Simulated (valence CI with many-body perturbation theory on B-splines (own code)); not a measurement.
**E1 transitions of Tl⁷⁴⁺**

Computed by valence CI with perturbative core correlation (CI+MBPT): five valence electrons over a frozen Dirac-Fock core [He], radial functions for each j: 11 s, 11 p, 10 d, 8 f, 5 g, 2 h, with the one-electron correlation potential Σ1, the two-electron term Σ2, the three-electron term Σ3, Breit, model QED; selected CI, second order for the rest, scaled by the run's own slope (own B-spline code, finite nucleus).

The last digits are not significant, and no measured levels were compared; by estimate large intervals hold to a few tenths of a per cent, small ones and those within an open d or f shell to about a per cent. Among the levels kept, up to 7600 cm⁻¹ of a level comes from second order outside the variational space, and about a tenth of that is noise between levels of different J, which matters for small intervals.

Lines 51 to 100 of 600 in falling wavelength, among levels below 1216.7 Ry, chosen from the strongest by gf and those to the six lowest levels. Wavelengths and rates use the calculated energies. Electric multipoles are in the length gauge, E1 and E2 with the static RPA response of the core. Weak lines are less certain than strong ones. Lines between different terms over intervals too small for the method are left out, as are lines whose strength nearly cancels. The highest levels of a list are the least certain.

Levels are named by their leading jj configuration (3d3/2^4 stands for four electrons in 3d with j = 3/2), which in mixed levels can hold well under half, so a name can repeat and another be missing. Letters in brackets count levels of one name in rising energy.

| λ vac (nm) | Upper | Lower | A (s⁻¹) | S (a.u.) |
| --- | --- | --- | --- | --- |
| 3.275 | (2s 2p1/2^2 2p3/2^2) J=5/2 | (2s^2 2p1/2 2p3/2^2) J=5/2 | 2.60e+10 | 2.71e-03 |
| 3.194 | (2p1/2^2 2p3/2^2 3p3/2) J=7/2 | (2s 2p1/2 2p3/2^2 3p3/2) J=5/2 [c] | 9.48e+10 | 1.22e-02 |
| 3.088 | (2s 2p1/2^2 2p3/2^2) J=5/2 | (2s^2 2p1/2 2p3/2^2) J=3/2 | 3.84e+10 | 3.35e-03 |
| 2.832 | (2s 2p1/2^2 2p3/2^2) J=1/2 | (2s^2 2p1/2 2p3/2^2) J=1/2 | 8.93e+10 | 2.00e-03 |
| 2.515 | (2p1/2^2 2p3/2^2 3p3/2) J=7/2 | (2s 2p1/2 2p3/2^2 3p3/2) J=9/2 | 1.35e+11 | 8.47e-03 |
| 2.476 | (2s 2p1/2^2 2p3/2^2) J=3/2 | (2s^2 2p1/2 2p3/2^2) J=5/2 | 1.04e+11 | 3.12e-03 |
| 2.368 | (2s 2p1/2^2 2p3/2^2) J=3/2 | (2s^2 2p1/2 2p3/2^2) J=3/2 | 3.20e+10 | 8.39e-04 |
| 1.743 | (2s 2p1/2 2p3/2^2 3d3/2) J=5/2 [e] | (2s 2p1/2 2p3/2^2 3p1/2) J=3/2 [d] | 1.17e+12 | 1.84e-02 |
| 1.741 | (2s 2p1/2 2p3/2^2 3d3/2) J=3/2 [e] | (2s 2p1/2 2p3/2^2 3p1/2) J=1/2 [c] | 8.57e+11 | 8.93e-03 |
| 1.737 | (2s 2p1/2 2p3/2^2 3d3/2) J=7/2 [b] | (2s 2p1/2 2p3/2^2 3p1/2) J=5/2 [b] | 9.85e+11 | 2.04e-02 |
| 1.737 | (2s^2 2p1/2 2p3/2 3d3/2) J=5/2 [b] | (2s^2 2p1/2 2p3/2 3p1/2) J=3/2 [b] | 1.27e+12 | 1.97e-02 |
| 1.725 | (2s 2p1/2 2p3/2^2 3d3/2) J=3/2 [f] | (2s 2p1/2 2p3/2^2 3p1/2) J=3/2 [d] | 1.08e+12 | 1.10e-02 |
| 1.725 | (2s 2p1/2 2p3/2^2 3d3/2) J=5/2 [b] | (2s 2p1/2 2p3/2^2 3p1/2) J=5/2 [b] | 1.57e+12 | 2.39e-02 |
| 1.723 | (2s^2 2p1/2 2p3/2 3d3/2) J=3/2 [b] | (2s^2 2p1/2 2p3/2 3p1/2) J=3/2 [b] | 1.41e+12 | 1.43e-02 |
| 1.716 | (2s 2p1/2 2p3/2^2 3p3/2) J=5/2 [a] | (2s 2p1/2 2p3/2^2 3s) J=3/2 [a] | 1.45e+12 | 2.16e-02 |
| 1.715 | (2s 2p1/2 2p3/2^2 3p3/2) J=3/2 [a] | (2s 2p1/2 2p3/2^2 3s) J=5/2 [b] | 6.00e+11 | 5.98e-03 |
| 1.711 | (2s 2p1/2 2p3/2^2 3p3/2) J=7/2 [b] | (2s 2p1/2 2p3/2^2 3s) J=5/2 [b] | 1.30e+12 | 2.57e-02 |
| 1.708 | (2s 2p1/2 2p3/2^2 3d3/2) J=3/2 [b] | (2s 2p1/2 2p3/2^2 3p1/2) J=5/2 [b] | 2.07e+12 | 2.03e-02 |
| 1.698 | (2s 2p1/2 2p3/2^2 3p3/2) J=3/2 [e] | (2s 2p1/2 2p3/2^2 3s) J=1/2 [c] | 1.38e+12 | 1.34e-02 |
| 1.697 | (2s^2 2p1/2 2p3/2 3d3/2) J=5/2 [a] | (2s^2 2p1/2 2p3/2 3p1/2) J=5/2 | 4.38e+11 | 6.34e-03 |
| 1.696 | (2s^2 2p1/2 2p3/2 3d3/2) J=1/2 [b] | (2s^2 2p1/2 2p3/2 3p1/2) J=3/2 [b] | 1.76e+12 | 8.49e-03 |
| 1.692 | (2s 2p1/2 2p3/2^2 3p3/2) J=1/2 [a] | (2s 2p1/2 2p3/2^2 3s) J=3/2 [a] | 2.84e+12 | 1.36e-02 |
| 1.691 | (2s 2p1/2 2p3/2^2 3p3/2) J=1/2 [c] | (2s 2p1/2 2p3/2^2 3s) J=1/2 [c] | 2.71e+12 | 1.29e-02 |
| 1.690 | (2p1/2^2 2p3/2^2 3p3/2) J=5/2 | (2p1/2^2 2p3/2^2 3s) J=3/2 | 1.47e+12 | 2.09e-02 |
| 1.687 | (2s 2p1/2^2 2p3/2 3p3/2) J=3/2 [a] | (2s 2p1/2^2 2p3/2 3s) J=3/2 [a] | 2.53e+12 | 2.40e-02 |
| 1.687 | (2p1/2^2 2p3/2^2 3p3/2) J=1/2 | (2p1/2^2 2p3/2^2 3s) J=3/2 | 3.06e+12 | 1.45e-02 |
| 1.685 | (2s^2 2p1/2 2p3/2 3p3/2) J=3/2 [a] | (2s^2 2p1/2 2p3/2 3s) J=3/2 [b] | 1.51e+12 | 1.43e-02 |
| 1.684 | (2s 2p1/2^2 2p3/2 3d3/2) J=5/2 [a] | (2s 2p1/2^2 2p3/2 3p1/2) J=5/2 | 1.24e+12 | 1.75e-02 |
| 1.684 | (2s 2p1/2^2 2p3/2 3d3/2) J=5/2 [a] | (2s 2p1/2^2 2p3/2 3p1/2) J=3/2 [a] | 1.08e+12 | 1.53e-02 |
| 1.682 | (2s 2p1/2^2 2p3/2 3d3/2) J=3/2 [b] | (2s 2p1/2^2 2p3/2 3p1/2) J=3/2 [b] | 9.56e+11 | 8.98e-03 |
| 1.682 | (2s 2p1/2 2p3/2^2 3p3/2) J=5/2 [c] | (2s 2p1/2 2p3/2^2 3s) J=3/2 [d] | 1.29e+12 | 1.82e-02 |
| 1.681 | (2s 2p1/2 2p3/2^2 3p3/2) J=7/2 [c] | (2s 2p1/2 2p3/2^2 3s) J=5/2 [c] | 3.31e+12 | 6.20e-02 |
| 1.679 | (2s 2p1/2^2 2p3/2 3d3/2) J=3/2 [b] | (2s 2p1/2^2 2p3/2 3p1/2) J=1/2 | 1.24e+12 | 1.16e-02 |
| 1.679 | (2s^2 2p3/2^2 3p3/2) J=5/2 | (2s^2 2p3/2^2 3s) J=3/2 | 1.63e+12 | 2.29e-02 |
| 1.678 | (2s 2p1/2 2p3/2^2 3d3/2) J=5/2 [a] | (2s 2p1/2 2p3/2^2 3p1/2) J=5/2 [a] | 1.27e+12 | 1.77e-02 |
| 1.677 | (2s^2 2p3/2^2 3p3/2) J=1/2 | (2s^2 2p3/2^2 3s) J=3/2 | 3.43e+12 | 1.60e-02 |
| 1.677 | (2s 2p1/2 2p3/2^2 3d5/2) J=7/2 [a] | (2s 2p1/2 2p3/2^2 3p1/2) J=5/2 [c] | 1.07e+12 | 1.99e-02 |
| 1.676 | (2s 2p1/2 2p3/2^2 3d3/2) J=5/2 [c] | (2s 2p1/2 2p3/2^2 3p1/2) J=5/2 [c] | 3.61e+11 | 5.03e-03 |
| 1.674 | (2s^2 2p3/2^2 3d5/2) J=7/2 | (2s 2p1/2 2p3/2^2 3s) J=5/2 [a] | 5.16e+11 | 9.55e-03 |
| 1.673 | (2s^2 2p3/2^2 3d3/2) J=7/2 | (2s^2 2p3/2^2 3p1/2) J=5/2 | 2.38e+12 | 4.39e-02 |
| 1.672 | (2s^2 2p3/2^2 3d3/2) J=3/2 [a] | (2s^2 2p3/2^2 3p1/2) J=3/2 | 1.85e+12 | 1.71e-02 |
| 1.672 | (2s^2 2p3/2^2 3d3/2) J=5/2 | (2s^2 2p3/2^2 3p1/2) J=5/2 | 1.26e+12 | 1.74e-02 |
| 1.671 | (2s 2p1/2^2 2p3/2 3d3/2) J=5/2 [b] | (2s 2p1/2^2 2p3/2 3p1/2) J=3/2 [b] | 2.38e+12 | 3.29e-02 |
| 1.669 | (2s 2p1/2^2 2p3/2 3d3/2) J=3/2 [a] | (2s 2p1/2^2 2p3/2 3p1/2) J=3/2 [a] | 1.90e+12 | 1.75e-02 |
| 1.669 | (2s^2 2p1/2 2p3/2 3d3/2) J=3/2 [a] | (2s^2 2p1/2 2p3/2 3p1/2) J=3/2 [a] | 9.30e+11 | 8.53e-03 |
| 1.668 | (2s 2p1/2 2p3/2^2 3d3/2) J=3/2 [c] | (2s 2p1/2 2p3/2^2 3p1/2) J=1/2 [a] | 2.11e+12 | 1.93e-02 |
| 1.668 | (2s^2 2p3/2^2 3d3/2) J=5/2 | (2s^2 2p3/2^2 3p1/2) J=3/2 | 1.11e+12 | 1.52e-02 |
| 1.668 | (2s^2 2p1/2^2 3d3/2) J=3/2 | (2s^2 2p1/2^2 3p1/2) J=1/2 | 2.37e+12 | 2.17e-02 |
| 1.668 | (2s^2 2p3/2^2 3d3/2) J=3/2 [b] | (2s^2 2p3/2^2 3p1/2) J=1/2 | 2.31e+12 | 2.12e-02 |
| 1.667 | (2s 2p1/2 2p3/2^2 3p3/2) J=5/2 [c] | (2s 2p1/2 2p3/2^2 3s) J=3/2 [b] | 1.86e+12 | 2.56e-02 |
